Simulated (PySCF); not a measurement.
F2H5NSi2. Atoms are numbered in the order given.

```xyz
10

Si     0.5336    -1.4658    -0.0898
F     -0.6600    -2.5908    -0.1303
N      0.0000     0.0000     0.6812
Si    -0.5336     1.4658    -0.0898
F      0.6600     2.5908    -0.1303
H      1.6533    -2.0744     0.6955
H      0.8919    -1.1317    -1.5025
H      0.0000     0.0000     1.7072
H     -1.6533     2.0744     0.6955
H     -0.8919     1.1317    -1.5025
```
Charge 0, spin multiplicity 1.

Geometry: PBE-D3(BJ)/def2-SVP. This is a generated structure with no PubChem entry under its InChIKey; it may be hypothetical. Other conformers were not sampled.

These are PySCF with PBE/def2-TZVP values and carry that method's errors.

Symmetry labels are those of the subgroup C2 that the program uses (full group C2).

**Question.** List the valence orbital energies around the gap with their symmetry. (Estimate from the structure and the level; the computed values follow.)

**Answer.** 
```tsv
orbital	symmetry	energy (eV)
HOMO−7	A	-10.59
HOMO−6	B	-10.35
HOMO−5	A	-10.34
HOMO−4	A	-9.61
HOMO−3	B	-8.93
HOMO−2	A	-8.38
HOMO−1	B	-8.17
HOMO	B	-7.29
LUMO	A	-0.77
LUMO+1	A	-0.38
LUMO+2	B	-0.24
LUMO+3	A	0.58
```
